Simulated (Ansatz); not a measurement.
The same molecule with X = B, Al, Ga, In. Ansatz, PBE0-D4/def2-TZVP geometries, multiplicity 1.

Elements past krypton have def2 core potentials. Scalar relativity is left out up to krypton.

| X | molecule | mean X–Cl bond length / Å | mean X–Si bond length / Å | HOMO–LUMO gap (PBE0/def2-TZVPP) / eV | LUMO energy (ωB97M-V/def2-TZVPP) / eV | HOMO–LUMO gap (B3LYP/def2-TZVPP) / eV |
| --- | --- | --- | --- | --- | --- | --- |
| B | `[SiH3]B(Cl)Cl` | 1.744 | 2.020 | 6.17 | -0.14 | 5.80 |
| Al | `[SiH3][Al]([Cl])[Cl]` | 2.091 | 2.433 | 6.46 | -0.13 | 6.09 |
| In | `[SiH3][In]([Cl])[Cl]` | 2.327 | 2.553 | 6.15 | -0.52 | 5.68 |

Q: Give the row for X = Ga, `[SiH3][Ga]([Cl])[Cl]`. (An estimate is asked.)

A: Computed: 
```csv
X,molecule,mean X–Cl bond length / Å,mean X–Si bond length / Å,HOMO–LUMO gap (PBE0/def2-TZVPP) / eV,LUMO energy (ωB97M-V/def2-TZVPP) / eV,HOMO–LUMO gap (B3LYP/def2-TZVPP) / eV
Ga,`[SiH3][Ga]([Cl])[Cl]`,2.142,2.395,6.38,-0.27,5.94
```

From B to In the mean X–Cl bond length rises at each step, by 0.583 Å in all; the mean X–Si bond length isn't monotonic: highest at In, lowest at B; the HOMO–LUMO gap (PBE0/def2-TZVPP) isn't monotonic: highest at Al, lowest at In; the LUMO energy (ωB97M-V/def2-TZVPP) isn't monotonic: highest at Al, lowest at In; the HOMO–LUMO gap (B3LYP/def2-TZVPP) isn't monotonic: highest at Al, lowest at In. Bonds lengthen as the atom grows down the group.

B3LYP here is the variant with VWN-RPA as its local correlation; programs differ in this.
